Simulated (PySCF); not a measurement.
SbFCl₂, SMILES [Cl][Sb]([F])[Cl].

Geometry: B3LYP-D3(BJ)/def2-SVP. The def2 effective core potentials stand for the cores of Sb; spin–orbit coupling is left out.

Level of theory: IEF-PCM-ωB97X/def2-SVP run with PySCF 2.14.0.

The values are the electrostatic part of the solvation free energy, E(continuum) − E(gas) at the gas-phase geometry, in a cavity of scaled van der Waals radii (PySCF's table); cavitation and dispersion terms are not included. A continuum can't describe solvent molecules that bind to the metal. In vacuum the orbital gap is 10.92 eV. The dipole moment in vacuum is 3.52 D.

| solvent | ε | ΔG(elec) (kcal/mol) | dipole (D) | gap (eV) |
|---|---|---|---|---|
| water | 78.36 | -7.2 | 4.62 | 11.11 |
| toluene | 2.37 | -3.2 | 4.00 | 11.01 |
| acetone | 20.49 | [?] | [?] | [?] |

Complete the blanks. (The exact figures need the calculation; the answer reports its results.)


- acetone, ΔG(elec) (kcal/mol): -6.8
- acetone, dipole (D): 4.55
- acetone, gap (eV): 11.10
